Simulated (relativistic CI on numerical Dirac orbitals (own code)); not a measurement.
# Ligand-field terms of d7

Computed with a parametric ligand-field model of a d^n configuration (Racah B and C, spin-orbit zeta, crystal field), exact diagonalisation.

Field parameters in Wybourne normalisation: Oh B⁴₀ = 21Dq, B⁴₄ = √(5/14) B⁴₀; Td as Oh with Dq negative (B⁴₀ = 21Dq, B⁴₄ = √(5/14) B⁴₀). The field is a parameter set, without covalency.

Question: Lowest levels for B = 890, C = 3690, ζ = 640 cm⁻¹, Oh, 10Dq = 32100 cm⁻¹?

Answer: Γ8 0 (S 0.51), Γ6 13581 (S 1.50), Γ8 13972 (S 1.50), Γ7 14649 (S 1.50), Γ8 14673 (S 1.50), Γ8 29256 (S 0.50), Γ6 29729 (S 0.50), Γ8 30223 (S 0.51), Γ7 30464 (S 0.50) cm⁻¹, with S from ⟨S²⟩ = S(S + 1). The ground level has 1.03 electrons in the cubic e pair.

Question: Lowest levels for B = 820, C = 3050, ζ = 230 cm⁻¹, Oh, 10Dq = 30550 cm⁻¹?

Answer: Γ8 0 (S 0.50), Γ6 15096 (S 1.50), Γ8 15237 (S 1.50), Γ7 15475 (S 1.50), Γ8 15478 (S 1.50), Γ8 28232 (S 0.50), Γ6 28386 (S 0.50), Γ8 28936 (S 0.50), Γ7 29021 (S 0.50) cm⁻¹, with S from ⟨S²⟩ = S(S + 1). The ground level has 1.02 electrons in the cubic e pair.

Question: Lowest levels for B = 550, C = 2460, ζ = 1950 cm⁻¹, Oh, 10Dq = 30400 cm⁻¹?

Answer: Γ8 0 (S 0.53), Γ6 16992 (S 1.49), Γ8 18033 (S 1.48), Γ7 20230 (S 1.50), Γ8 20336 (S 1.49), Γ8 27750 (S 0.53), Γ8 29416 (S 0.53), Γ6 29693 (S 0.51), Γ7 29804 (S 0.52) cm⁻¹, with S from ⟨S²⟩ = S(S + 1). The ground level has 1.04 electrons in the cubic e pair.

Question: Lowest levels for B = 330, C = 1550, ζ = 3750 cm⁻¹, Td, 10Dq = -7400 cm⁻¹?

Answer: Γ8 0 (S 1.38), Γ8 3089 (S 1.10), Γ6 4271 (S 1.02), Γ8 6508 (S 0.86), Γ7 8374 (S 0.99), Γ8 10077 (S 1.10), Γ6 11746 (S 1.35), Γ8 11974 (S 1.30), Γ7 12055 (S 1.46) cm⁻¹, with S from ⟨S²⟩ = S(S + 1). The ground level has 3.70 electrons in the cubic e pair; its S is far from a half-integer, so spin-orbit coupling mixes spin states.

Question: Lowest levels for B = 880, C = 3960, ζ = 220 cm⁻¹, Oh, 10Dq = 12800 cm⁻¹?

Answer: Γ6 0 (S 1.50), Γ8 147 (S 1.50), Γ8 386 (S 1.50), Γ7 405 (S 1.50), Γ8 5988 (S 0.50), Γ6 11626 (S 1.50), Γ8 11632 (S 1.50), Γ8 11699 (S 1.50), Γ7 11770 (S 1.50) cm⁻¹, with S from ⟨S²⟩ = S(S + 1). The ground level has 2.06 electrons in the cubic e pair.
